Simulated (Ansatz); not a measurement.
Consider the redistribution: `[NH2][Al]([NH2])[NH2]` + `B[SiH]([SiH3])Cl` → `[BH2][Al]([NH2])[NH2]` + `N[SiH]([SiH3])Cl`.

Program: Ansatz. Geometries: PBE0-D4/def2-TZVP. ΔE: electronic, gas phase. CCSD(T)/CBS adds triple-zeta CCSD(T) − MP2 to the extrapolated MP2 energy (def2 sets, frozen cores). DFT in def2-TZVPP. One conformer a species, not always the lowest.

**Question.** Is it downhill or uphill in electronic energy at CCSD(T)/CBS, and by how much? (An estimate is asked.)

**Answer.** Computed: Uphill: ΔE = +0.39 eV.

**Question.** What do these levels give: revPBE-D4, r2SCANh-D4, r2SCAN0-D4, ωB97X-V, ωB97M-V, revPBE, r2SCAN, r2SCANh, HF/def2-SVP, MP2/def2-TZVPP, CCSD(T)/def2-TZVPP, CCSD/CBS(def2)? (Best estimate.)

**Answer.** Computed: revPBE-D4 0.39, r2SCANh-D4 0.44, r2SCAN0-D4 0.43, ωB97X-V 0.36, ωB97M-V 0.37, revPBE 0.38, r2SCAN 0.44, r2SCANh 0.43, HF/def2-SVP 0.35, MP2/def2-TZVPP 0.40, CCSD(T)/def2-TZVPP 0.38, CCSD/CBS(def2) 0.39 eV.

**Question.** What do rigid-rotor, harmonic-oscillator terms from PBE0-D4/def2-TZVP frequencies (298.15 K, 1 bar) make of the CCSD(T)/CBS value? (Estimate.)

**Answer.** Ansatz gave: ΔZPE = +0.02 eV, ΔH = +0.40 eV, ΔS = 6 J/(mol·K), ΔG = +0.38 eV.

Largest T1 diagnostic among the species: 0.012.

At CCSD(T), def2-SVP lies −0.03 eV from the extrapolated value and def2-TZVPP −0.01 eV. Leaving LDA and LC-ωPBE aside and taking each functional with its dispersion term where it has one, the values, not all of them listed here, spread over 0.09 eV, from ωB97X-V to B97M-V.
